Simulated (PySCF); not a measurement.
H7NSi2, SMILES N[SiH2][SiH3]. The structure is a stationary point at r2SCAN-D4/def2-SVP. The values are those of a single conformer.

Task: Give the equilibrium geometry at r2SCAN-D4/def2-SVP (PySCF confirms it by a frequency run) as Cartesian coordinates in Å, and its point group. (Estimate from the structure and the level; the computed values follow.)

Result: Several could match; the one computed here: point group Cs.
```xyz
10

Si    -0.1949     1.5659     0.0000
Si     0.5837    -0.6633     0.0000
N     -0.6619    -1.8819     0.0000
H      0.9195     2.5673     0.0000
H     -1.0459     1.8182    -1.2075
H     -1.0459     1.8182     1.2075
H      1.4253    -0.8684     1.2197
H      1.4253    -0.8684    -1.2197
H     -1.2444    -1.9651    -0.8293
H     -1.2444    -1.9651     0.8293
```
